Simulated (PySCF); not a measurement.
B3LYP has the VWN-RPA correlation part, as in Gaussian. Excitations are Tamm–Dancoff values on a coarser integration grid. The basis has no diffuse functions, so Rydberg states are missing or too high.

Cartesian coordinates (Å):
```xyz
10

C     -1.2876    -0.5386     0.0408
C     -0.1192     0.3031     0.4728
O      0.2862     1.3375    -0.5337
Si     1.5359     0.2688    -0.2733
H     -1.1145    -1.0004    -0.9323
H     -1.4661    -1.3325     0.7698
H     -2.1934     0.0698    -0.0300
H     -0.2403     0.7595     1.4539
H      1.8618    -0.6590    -1.3731
H      2.7372     0.7918     0.4051
```
Charge 0, spin multiplicity 1.

What T1 excitation (TDA), LUMO, dipole moment, brightest of the four lowest singlets (TDA) and S1 oscillator strength does PySCF with B3LYP-D3(BJ)/def2-TZVP give?


```
Property                                       Result
-------------------------------------------  --------
T1 excitation (TDA)                           4.65 eV
LUMO                                         -0.69 eV
dipole moment                                  1.85 D
brightest of the four lowest singlets (TDA)   5.79 eV
S1 oscillator strength                          0.081
```
